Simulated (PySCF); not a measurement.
Molecule: SMILES [CH3][GeH2][O][GeH2][NH2], CH9Ge2NO.

Molfile (atoms numbered from 1):
```
CH9Ge2NO
     RDKit          3D

 14 13  0  0  0  0  0  0  0  0999 V2000
   -1.8325   -0.7116   -0.2345 C   0  0  0  0  0  0  0  0  0  0  0  0
   -1.1696    0.6043    1.0359 Ge  0  0  0  0  0  4  0  0  0  0  0  0
    0.2042    1.5045    0.3314 O   0  0  0  0  0  0  0  0  0  0  0  0
    1.5363    0.8477   -0.6281 Ge  0  0  0  0  0  4  0  0  0  0  0  0
    1.7583   -0.9019   -0.1296 N   0  0  0  0  0  0  0  0  0  0  0  0
   -2.1076   -0.2228   -1.1807 H   0  0  0  0  0  0  0  0  0  0  0  0
   -2.7174   -1.2292    0.1647 H   0  0  0  0  0  0  0  0  0  0  0  0
   -1.0374   -1.4462   -0.4254 H   0  0  0  0  0  0  0  0  0  0  0  0
   -2.2206    1.6883    1.3478 H   0  0  0  0  0  0  0  0  0  0  0  0
   -0.7013   -0.0660    2.3465 H   0  0  0  0  0  0  0  0  0  0  0  0
    2.7419    1.7549   -0.3193 H   0  0  0  0  0  0  0  0  0  0  0  0
    1.1757    0.8250   -2.1263 H   0  0  0  0  0  0  0  0  0  0  0  0
    2.3301   -1.0813    0.6900 H   0  0  0  0  0  0  0  0  0  0  0  0
    2.0020   -1.5539   -0.8686 H   0  0  0  0  0  0  0  0  0  0  0  0
  1  2  1  0
  2  3  1  0
  3  4  1  0
  4  5  1  0
  1  6  1  0
  1  7  1  0
  1  8  1  0
  2  9  1  0
  2 10  1  0
  4 11  1  0
  4 12  1  0
  5 13  1  0
  5 14  1  0
M  END
```

Geometry PBE0-D3(BJ)/def2-SVP throughout; GIAO in PySCF 2.14.0 with density-fitted response routines, gas phase, one conformer, non-relativistic; equivalent atoms averaged; functional PBE0.

For orientation, 6-31G gives these absolute shieldings σ: C1 195.9, Ge4 1662.2, Ge2 1662.7, O3 309.1, N5 243.3, H9/H10 26.89, H11/H12 26.72, H6/H7/H8 31.88, H13/H14 32.48 ppm.

A run gave: C1 238.6, Ge4 1983.7, Ge2 2012.6, O3 515.6, N5 333.3, H9/H10 30.12, H11/H12 30.17, H6/H7/H8 32.55, H13/H14 34.30 ppm (absolute shieldings σ).

Task: Which basis set was used in that run?
A. def2-SVP
B. STO-3G
C. def2-TZVP
D. cc-pVDZ

Result: B. Ge2 tells them apart best: STO-3G gives 2012.6, def2-SVP gives 1481.2, def2-TZVP gives 1376.6, cc-pVDZ gives 1556.7 ppm.
